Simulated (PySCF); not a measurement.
Molecule: pyrazin-2-ylsilane, C₄H₆N₂Si, charge 0, multiplicity 1. 
Structure (B3LYP-D3(BJ)/def2-TZVP (Ansatz) minimum search):
SMILES: [SiH3]c1cnccn1
```xyz
13

Si     2.2559     0.2202     0.3977
C      0.4121     0.0314     0.0533
C     -0.1071    -0.5150    -1.1227
N     -1.4155    -0.6391    -1.3453
C     -2.2201    -0.2108    -0.3783
C     -1.7222     0.3370     0.8015
N     -0.4190     0.4596     1.0211
H      2.6162    -0.5480     1.6092
H      3.0140    -0.2984    -0.7652
H      2.5788     1.6487     0.6051
H      0.5536    -0.8633    -1.9093
H     -3.2883    -0.3038    -0.5420
H     -2.3926     0.6821     1.5814
```

Dispersion corrections to the total energy (kcal/mol) from the dftd3 and dftd4 libraries through PySCF: D3(BJ) without and D4 with the three-body term, each with the damping fitted for the functional named.

```tsv
functional	D3(BJ)	D4
BHLYP	-11.37	(withheld)
TPSS	-10.47	-11.35
PBE0	-7.21	(withheld)
PW6B95	(withheld)	-7.23
HF	-64.37	-30.53
B3LYP	-14.47	-13.47
BLYP	-17.69	-18.62
```

Task: What belongs in the gaps?

Result: 
- BHLYP, D4: -9.85
- PBE0, D4: -7.08
- PW6B95, D3(BJ): -4.30
